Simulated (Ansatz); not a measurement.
Question: Name a neutral molecule of Cl, F, S, W with LUMO energy (B3LYP/def2-TZVPP) between -3.75 and -3.45 eV and LUMO energy (ωB97M-V/def2-TZVPP) between -1.35 and -1.05 eV (Ansatz, PBE0-D4/def2-TZVP geometry).

Answer: `[F][W](=[S])(=[S])[Cl]` (-3.51 eV, -1.30 eV). Other molecules can fit too; these were computed, each in one conformer that needn't be the lowest.

B3LYP here is the variant with VWN-RPA as its local correlation; programs differ in this.
